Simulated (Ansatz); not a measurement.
Job for Ansatz (a program for electronic structure): U-wB97X-V/def2-TZVPPD on BeHI (SMILES [BeH][I]), a point of a bond scan (R = 1.587 Å). Elements past Kr take the def2 small-core potentials; no spin–orbit coupling. Files ending in .json are basis or fitting sets from the Basis Set Exchange.

Ansatz 0.2 input:
```yaml
crystal:
  periodic: [false, false, false]
  atoms:
    - {symbol: Be, position_ang: [-0.00000000, -0.00000000, -1.96186424]}
    - {symbol: H, position_ang: [0.00000000, 0.00000000, -3.54926378]}
    - {symbol: I, position_ang: [0.00000000, 0.00000000, 0.21004064]}
basis:
  gaussian:
    orbitals: def2-TZVPPD.json
hamiltonian:
  xc: {name: wB97X-V}
magnetization: {spin_polarized: true, initial_magnetization: 0}
```

Program output:

```
WARN ansatz: RAYON_NUM_THREADS=1 ignored (pool sized by the plan → 1); use --threads N
Functional definition: wB97X-V
integrals: 0.04 GiB planned
659 factors; their error is unknown
integrals: 0.07 GiB planned
212 factors; integrals over basis functions are off by at most 3.7e-5 eV
mean field: 0.48 GiB planned
mean field evaluation 1: about -8518.2335 eV, gradient 7.1e0 eV
mean field evaluation 2: about -8518.6812 eV, gradient 5.5e0 eV
mean field evaluation 4: about -8518.8049 eV, gradient 3.5e-1 eV
mean field evaluation 8: about -8518.9637 eV, gradient 1.1e-2 eV
mean field -8518.96371440 eV, -313.0661421430 hartree, gradient 1.6e-5 eV, S^2 0.000000; 0 other end points of the search recorded, 0 dependent functions left out
reference -8518.96371250 eV, -313.0661420735 hartree; 15, 15 occupied and 83, 83 virtual orbitals, 659 factors
Total energy: -8518.96371250 eV, -313.0661420735 hartree
```

The run converged.

Cost: very roughly 5 core-seconds.
